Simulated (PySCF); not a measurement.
PySCF input for C4H9O, SMILES C1CC[OH+]C1, charge +1, PBE-D3(BJ)/def2-SVP. Coordinates come from a PBE-D3(BJ)/def2-SVP optimisation. The isomer is the one that the SMILES or the coordinates give; other isomers of the formula were not compared. Other conformers were not sampled.

```python
import numpy as np
from pyscf import gto, scf, dft
from pyscf.hessian import thermo

mol = gto.M(
    atom='''
    C     0.02633941   -1.28268587   -0.04518852
    C     1.21136314   -0.34064897    0.23929821
    C     0.77172726    0.97926110   -0.35734964
    O    -0.71483942    0.98426939   -0.02547446
    C    -1.19430690   -0.44082372    0.27365977
    H     0.01978561   -1.60493875   -1.10603737
    H     0.05349050   -2.19258956    0.58485660
    H     2.15056529   -0.69165779   -0.23023565
    H     1.39474278   -0.23705157    1.32778523
    H     0.85289310    1.02188005   -1.46111519
    H     1.17905571    1.89191768    0.11353128
    H    -1.26886319    1.46760450   -0.67917301
    H    -2.08847794   -0.61333110   -0.35304605
    H    -1.46521403   -0.40660366    1.34471079
    ''',
    basis='def2-SVP',
    charge=1,
    spin=0,
    max_memory=1600,
    verbose=3,
)
mf = dft.RKS(mol, xc='pbe').density_fit(auxbasis='def2-universal-jkfit')
mf.disp = 'd3bj'
mf.grids.level = 3
mf.conv_tol = 1e-11
mf.max_cycle = 100
mf.kernel()

# [left out here: the lines that compute and print the analytic Hessian (its translational invariance restored by hand, since the grid's response is missing), thermochemistry and intensities]
```

It prints:

```
converged SCF energy = -232.313697256944

WARN: DFTD3 does not support analytical Hessian, using finite difference


WARN: Mole.unit (angstrom) is changed to Bohr

Mode                                 0                   1                   2
Irrep
Freq [cm^-1]                      135.4544            269.3176            490.4400
Reduced mass [au]                   1.8325              1.6234              1.8682
Force const [Dyne/A]                0.0198              0.0694              0.2648
Char temp [K]                     194.8887            387.4881            705.6339
Normal mode                   x     y     z       x     y     z       x     y     z
       0   C                -0.02  0.01 -0.05   -0.01 -0.03  0.10    0.03 -0.02 -0.00
       1   C                -0.00 -0.03 -0.01    0.04 -0.02 -0.10    0.03 -0.03  0.00
       2   C                 0.02  0.03  0.08    0.00  0.05  0.07   -0.02 -0.05  0.01
       3   O                -0.04 -0.01 -0.11   -0.01 -0.01 -0.02   -0.07  0.12  0.07
       4   C                 0.04  0.01  0.10   -0.03  0.01 -0.04    0.03  0.00 -0.04
       5   H                -0.08  0.11 -0.08   -0.04 -0.24  0.16    0.07 -0.08  0.01
       6   H                -0.00 -0.05 -0.13    0.01  0.10  0.28   -0.02  0.01  0.04
       7   H                -0.01 -0.01 -0.04   -0.07 -0.03 -0.32    0.01  0.01 -0.06
       8   H                 0.01 -0.11  0.00    0.28 -0.10 -0.13    0.08 -0.06 -0.01
       9   H                 0.14  0.15  0.10    0.06  0.25  0.08   -0.13 -0.15 -0.00
      10   H                -0.05 -0.01  0.22   -0.04 -0.02  0.25    0.06 -0.02 -0.12
      11   H                 0.04 -0.22 -0.33    0.02  0.01 -0.03    0.15 -0.38 -0.49
      12   H                -0.09 -0.03  0.30    0.05 -0.02 -0.15    0.04  0.02 -0.06
      13   H                 0.25  0.10  0.15   -0.16  0.04 -0.08   -0.01 -0.04 -0.05
Mode                                 3                   4                   5
Irrep
Freq [cm^-1]                      539.1415            661.4386            717.6964
Reduced mass [au]                   2.0012              2.1648              3.4577
Force const [Dyne/A]                0.3427              0.5580              1.0494
Char temp [K]                     775.7046            951.6629           1032.6054
Normal mode                   x     y     z       x     y     z       x     y     z
       0   C                 0.00  0.12  0.02    0.04 -0.03 -0.02   -0.00  0.01 -0.02
       1   C                 0.11 -0.01  0.04    0.02 -0.05  0.04    0.01 -0.01 -0.02
       2   C                 0.02 -0.06  0.01   -0.12 -0.05  0.05    0.10 -0.01 -0.03
       3   O                -0.05 -0.06 -0.01   -0.03  0.02 -0.04   -0.10 -0.09  0.05
       4   C                -0.06  0.04  0.01    0.09  0.09 -0.04    0.05  0.14 -0.03
       5   H                 0.01  0.36 -0.06    0.10 -0.11  0.01   -0.01 -0.16  0.03
       6   H                -0.04 -0.05 -0.22   -0.13  0.03  0.07   -0.07  0.12  0.13
       7   H                -0.03 -0.06 -0.21   -0.00  0.11 -0.12    0.10 -0.06  0.18
       8   H                 0.34 -0.07 -0.00    0.12 -0.14  0.03   -0.19  0.06  0.01
       9   H                -0.02 -0.18  0.00   -0.08 -0.17  0.05   -0.01  0.11 -0.03
      10   H                -0.06  0.03 -0.10   -0.07 -0.02 -0.05   -0.04  0.01  0.06
      11   H                -0.03 -0.01  0.01   -0.11  0.32  0.25   -0.16 -0.17  0.04
      12   H                 0.02 -0.06 -0.09   -0.00  0.03  0.11    0.02  0.04  0.03
      13   H                -0.19  0.01 -0.02    0.25  0.08 -0.00    0.07 -0.04 -0.02
Mode                                 6                   7                   8
Irrep
Freq [cm^-1]                      762.2346            818.1356            872.0637
Reduced mass [au]                   2.7534              1.4710              1.9329
Force const [Dyne/A]                0.9425              0.5801              0.8661
Char temp [K]                    1096.6859           1177.1149           1254.7054
Normal mode                   x     y     z       x     y     z       x     y     z
       0   C                -0.02  0.00  0.00   -0.06  0.02 -0.06   -0.04 -0.08  0.04
       1   C                -0.02  0.03 -0.01    0.02  0.07  0.04   -0.10  0.01  0.06
       2   C                -0.12  0.00  0.03    0.05  0.03  0.03    0.06  0.09 -0.03
       3   O                 0.11 -0.10  0.02    0.03 -0.04  0.02   -0.01 -0.01  0.01
       4   C                 0.04  0.09 -0.01   -0.06 -0.04 -0.04    0.09  0.01 -0.03
       5   H                -0.06  0.05 -0.01    0.07 -0.29  0.03    0.08  0.17 -0.04
       6   H                -0.05 -0.02 -0.04   -0.04  0.21  0.21   -0.12 -0.22 -0.16
       7   H                 0.01  0.11 -0.01   -0.09  0.04 -0.15   -0.29 -0.09 -0.26
       8   H                -0.04  0.04 -0.01    0.17 -0.10  0.02    0.28 -0.04 -0.00
       9   H                -0.12 -0.01  0.03    0.00 -0.27  0.02    0.02 -0.02 -0.04
[...]
       4   C                -0.00  0.00  0.00    0.00 -0.00 -0.00   -0.00  0.00 -0.00
       5   H                 0.00  0.20  0.70   -0.00 -0.11 -0.37   -0.00 -0.02 -0.06
       6   H                -0.01  0.32 -0.24    0.01 -0.24  0.18    0.00 -0.04  0.03
       7   H                -0.18  0.07  0.10   -0.37  0.15  0.20   -0.15  0.05  0.08
       8   H                -0.07 -0.04 -0.43   -0.10 -0.07 -0.65   -0.02 -0.01 -0.13
       9   H                -0.00 -0.00  0.04   -0.01 -0.00  0.21    0.05  0.02 -0.79
      10   H                 0.00 -0.00  0.00   -0.03 -0.07 -0.04    0.19  0.41  0.23
      11   H                 0.00  0.00 -0.00    0.00  0.00 -0.00   -0.01 -0.00  0.00
      12   H                -0.02 -0.01 -0.01   -0.01  0.00 -0.01    0.01  0.00  0.01
      13   H                 0.01  0.00 -0.03   -0.01 -0.00  0.04    0.00 -0.00 -0.01
Mode                                30                  31                  32
Irrep
Freq [cm^-1]                     3044.5290           3080.7673           3086.0874
Reduced mass [au]                   1.0599              1.1058              1.1068
Force const [Dyne/A]                5.7882              6.1835              6.2109
Char temp [K]                    4380.3993           4432.5383           4440.1927
Normal mode                   x     y     z       x     y     z       x     y     z
       0   C                 0.00  0.00 -0.01    0.00 -0.04  0.06   -0.00  0.02 -0.05
       1   C                 0.00  0.00  0.00    0.03 -0.02 -0.04    0.04 -0.02 -0.06
       2   C                 0.00  0.00 -0.00    0.00  0.00 -0.00    0.00  0.01  0.00
       3   O                 0.00 -0.00 -0.00   -0.00  0.00  0.00   -0.00 -0.00 -0.00
       4   C                -0.06 -0.01  0.02   -0.01 -0.00 -0.01    0.00  0.00  0.01
       5   H                 0.00  0.01  0.02   -0.00 -0.11 -0.35    0.00  0.09  0.30
       6   H                -0.00 -0.06  0.04   -0.02  0.56 -0.39    0.01 -0.35  0.24
       7   H                 0.01 -0.00 -0.00   -0.40  0.16  0.20   -0.54  0.21  0.27
       8   H                -0.00 -0.00 -0.02    0.04  0.02  0.23    0.08  0.04  0.43
       9   H                -0.00 -0.00  0.03   -0.00 -0.00  0.02   -0.00 -0.00  0.00
      10   H                -0.00 -0.00 -0.00   -0.02 -0.05 -0.02   -0.04 -0.09 -0.05
      11   H                -0.00 -0.00  0.00   -0.00  0.00 -0.00    0.00 -0.00  0.00
      12   H                 0.54  0.10  0.40    0.08  0.02  0.06   -0.06 -0.01 -0.04
      13   H                 0.15 -0.03 -0.67   -0.00  0.00  0.01    0.01 -0.00 -0.03
Mode                                33                  34                  35
Irrep
Freq [cm^-1]                     3123.7177           3126.8862           3613.1148
Reduced mass [au]                   1.1147              1.1171              1.0693
Force const [Dyne/A]                6.4086              6.4350              8.2243
Char temp [K]                    4494.3343           4498.8931           5198.4677
Normal mode                   x     y     z       x     y     z       x     y     z
       0   C                -0.00 -0.00  0.00   -0.00  0.00 -0.01    0.00  0.00 -0.00
       1   C                -0.00  0.00  0.01    0.00 -0.00 -0.00   -0.00 -0.00 -0.00
       2   C                 0.02  0.05  0.07   -0.00 -0.00 -0.01    0.00  0.00  0.00
       3   O                 0.00 -0.00 -0.00    0.00  0.00  0.00    0.04 -0.03  0.04
       4   C                -0.00 -0.00 -0.01   -0.03 -0.01 -0.09   -0.00  0.00  0.00
       5   H                -0.00 -0.00 -0.01   -0.00  0.03  0.09   -0.00  0.00  0.00
       6   H                 0.00  0.01 -0.00    0.00 -0.06  0.04   -0.00 -0.00  0.00
       7   H                 0.04 -0.02 -0.02   -0.01  0.00  0.01   -0.00  0.00  0.00
       8   H                -0.02 -0.01 -0.08    0.00  0.00  0.02   -0.00  0.00 -0.00
       9   H                 0.03  0.02 -0.49   -0.00 -0.00  0.04   -0.00  0.00 -0.00
      10   H                -0.29 -0.65 -0.34    0.02  0.05  0.02   -0.00 -0.00 -0.00
      11   H                 0.00 -0.00  0.00   -0.01  0.00 -0.01   -0.54  0.47 -0.64
      12   H                 0.05  0.01  0.03    0.53  0.10  0.38   -0.01  0.00 -0.01
      13   H                -0.01  0.00  0.04   -0.16  0.03  0.64    0.00  0.00 -0.01
temperature 298.1500 [K]
pressure 101325.00 [Pa]
Rotational constants [GHz] 6.62385 6.53760 3.75970
Symmetry number 1
Zero-point energy (ZPE) 0.12574 [Eh]   330126.505 [J/mol]
                           tot       elec      trans        rot        vib
Entropy [J/mol/K]       300.166      0.000    162.275    104.991     32.900
Cv [J/mol/K]             82.355      0.000     12.472     12.472     57.411
Cp [J/mol/K]             90.669      0.000     20.786     12.472     57.411
Internal energy [J/mol]                      3718.434   3718.434 336374.162
Internal energy [Eh]   -232.18275  -232.31370
Enthalpy [J/mol]                             6197.391   3718.434 336374.162
Enthalpy [Eh]          -232.18180
Gibbs free energy [J/mol]                  -42184.821 -27584.670 326565.096
Gibbs free energy [Eh] -232.21589
static polarisability / bohr^3: [[46.542  1.129  0.162]
 [ 1.131 45.069 -1.999]
 [ 0.161 -1.996 39.682]]
largest difference of analytic and finite-field dipole derivatives / e: 0.0004876425451975086
mode   freq/cm-1   IR/(km/mol)   Raman/(A^4/amu)   depolarisation
   1      135.45         9.023             0.236            0.744
   2      269.32         0.921             0.210            0.267
   3      490.44       105.607             0.585            0.727
   4      539.14         3.984             0.866            0.705
   5      661.44        41.866             3.376            0.339
   6      717.70        39.979             0.674            0.302
   7      762.23        10.799             9.475            0.153
   8      818.14         2.304             0.792            0.497
   9      872.06         8.726             0.663            0.721
  10      907.37         4.924             9.297            0.081
  11      915.63         1.334             0.167            0.565
  12      959.13        12.798             1.851            0.750
  13     1026.85         0.652             6.655            0.673
  14     1081.40        10.518             1.623            0.523
  15     1140.89         8.784             5.872            0.746
  16     1153.20         8.998             3.913            0.737
  17     1185.38         5.678             3.956            0.557
  18     1213.55         1.869            10.443            0.738
  19     1262.94        25.845             6.137            0.749
  20     1269.43        13.726             3.483            0.749
  21     1314.22         0.767             2.368            0.727
  22     1329.56         6.867             2.755            0.721
  23     1344.50        13.774             1.053            0.668
  24     1404.59        16.318            14.000            0.746
  25     1410.39        20.130            10.767            0.749
  26     1427.51         7.361             4.592            0.750
  27     1441.06         0.814             5.946            0.607
  28     3014.45         1.108           178.530            0.065
  29     3019.66         1.635            40.588            0.251
  30     3030.11         2.464            70.516            0.178
  31     3044.53         0.241            98.111            0.102
  32     3080.77         5.421            94.668            0.390
  33     3086.09         1.556            59.570            0.718
  34     3123.72         1.030            66.863            0.602
  35     3126.89         0.725            47.639            0.750
  36     3613.11       234.260            70.709            0.228
max |gradient| / (hartree/bohr): 4.335723647515066e-05
APT charges: [-0.015  -0.0084  0.4131 -0.5529  0.4135  0.0229  0.0837  0.0859  0.0315
  0.0236  0.0655  0.3392  0.0527  0.0447]
```

The calculation finished and met its thresholds.
